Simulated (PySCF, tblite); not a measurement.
Isomers of C5H9FN2Si, one GFN2-xTB conformer each. Single-point energies are computed at PBE0/pcSseg-1 (PySCF, gas phase, no added dispersion term), electronic only.

Problem. Rank them by PBE0/pcSseg-1 energy, lowest first (kJ/mol).
A. `[N:1]#[C:2][CH2:3][C@@H:4]1[CH2:5][Si@@H:6]([CH2:7][F:8])[NH:9]1` with C2–C3–C4–C5 -67°, C5–Si6–C7–F8 179°, C3–C4–C5–Si6 -107°, C4–C5–Si6–C7 -119°, C5–Si6–N9–C4 10°, C3–C4–N9–Si6 106°
B. `[CH3:1][c:2]1[c:3]([CH2:4][F:5])[cH:6][n:7][n:8]1[SiH3:9]` with C2–C3–C4–F5 -55°
C. `[N:1]#[C:2][C@@H:3]1[CH2:4][CH2:5][C@H:6]1[NH:7][SiH2:8][F:9]` with C5–C6–N7–Si8 -162°, C6–N7–Si8–F9 -179°, C2–C3–C4–C5 -131°, C3–C4–C5–C6 13°, C4–C5–C6–N7 -134°, C2–C3–C6–C5 132°

Solution. C (0.0), B (112.0), A (151.5).

As drawn, the lowest has an Si–F bond, which the highest lacks; the highest has an Si–C bond, which the lowest lacks. GFN2-xTB itself gives, in the same order: 0.0, 52.6, 250.3. Both levels put the same isomer lowest; measured from each level's own lowest isomer, the values differ by up to 98.8 kJ/mol (N#CC[C@@H]1C[Si@@H](CF)N1: 250.3 against 151.5).

Problem. Which frontier levels, dipoles and rotational constants go with these structures?

Solution. 
```csv
SMILES,"HOMO (eV, PBE0/pcSseg-1)",LUMO (eV),dipole (D),"A, B, C (MHz)"
N#C[C@@H]1CC[C@H]1N[SiH2]F,-7.36,0.00,3.62,"2238, 769.4, 611.3"
Cc1c(CF)cnn1[SiH3],-6.93,0.09,2.14,"2853, 879.8, 705.2"
N#CC[C@@H]1C[Si@@H](CF)N1,-7.25,-0.06,2.51,"5307, 554.9, 532.4"
```

Problem. What happens when harmonic zero-point energies from GFN2-xTB frequencies are added?

Solution. 
```
                    SMILES  ZPE (kJ/mol)  electronic (kJ/mol)  with ZPE (kJ/mol)
N#C[C@@H]1CC[C@H]1N[SiH2]F         350.8                  0.0                0.0
        Cc1c(CF)cnn1[SiH3]         341.4                112.0              102.6
 N#CC[C@@H]1C[Si@@H](CF)N1         352.1                151.5              152.8
```

The zero-point energies span 10.7 kJ/mol. The order is unchanged.
